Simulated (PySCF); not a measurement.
2-(furan-2-yl)-1,3,4-oxadiazole (C₆H₄N₂O₂), SMILES c1coc(-c2nnco2)c1. Atoms are numbered in the order given.

```xyz
14

C     -0.6571    -2.8345     0.0000
C      0.7040    -2.7168     0.0000
O      1.0690    -1.4247     0.0000
C     -0.0593    -0.6877     0.0000
C      0.0746     0.7447     0.0000
N      1.1463     1.4760     0.0000
N      0.7196     2.7804     0.0000
C     -0.5667     2.7462     0.0000
O     -1.0532     1.4897     0.0000
C     -1.1623    -1.5034     0.0000
H     -1.2288    -3.7595     0.0000
H      1.5140    -3.4413     0.0000
H     -1.2713     3.5742     0.0000
H     -2.2001    -1.1794     0.0000
```
Charge 0, spin multiplicity 1.

Geometry: PBE0-D3(BJ)/def2-SVP. Other conformers were not sampled.

Level of theory: PySCF with PBE/def2-SVP.

Atomic charges (e):

| atom | Löwdin | Mulliken |
|---|---|---|
| C1 | -0.07 | -0.01 |
| C2 | 0.04 | 0.13 |
| O3 | 0.07 | -0.14 |
| C4 | -0.02 | 0.09 |
| C5 | -0.01 | 0.08 |
| N6 | -0.08 | -0.09 |
| N7 | -0.07 | -0.09 |
| C8 | 0.02 | 0.15 |
| O9 | 0.03 | -0.16 |
| C10 | -0.05 | -0.04 |
| H11 | 0.04 | 0.01 |
| H12 | 0.03 | 0.02 |
| H13 | 0.03 | 0.04 |
| H14 | 0.04 | 0.00 |

Task: Give the Mayer and Wiberg (Löwdin basis) orders of the bonds. (An estimate is asked for; the answer gives what the named calculation found.)

Result: 
| bond | Mayer | Wiberg |
|---|---|---|
| C1–C2 | 1.49 | 1.62 |
| C2–O3 | 1.17 | 1.34 |
| O3–C4 | 1.20 | 1.29 |
| C4–C5 | 1.06 | 1.15 |
| C5–N6 | 1.68 | 1.80 |
| N6–N7 | 1.17 | 1.36 |
| N7–C8 | 1.74 | 1.91 |
| C5–O9 | 1.21 | 1.28 |
| C8–O9 | 1.13 | 1.32 |
| C1–C10 | 1.23 | 1.32 |
| C4–C10 | 1.47 | 1.53 |
| C1–H11 | 0.99 | 0.94 |
| C2–H12 | 1.00 | 0.95 |
| C8–H13 | 0.98 | 0.96 |
| C10–H14 | 1.01 | 0.94 |
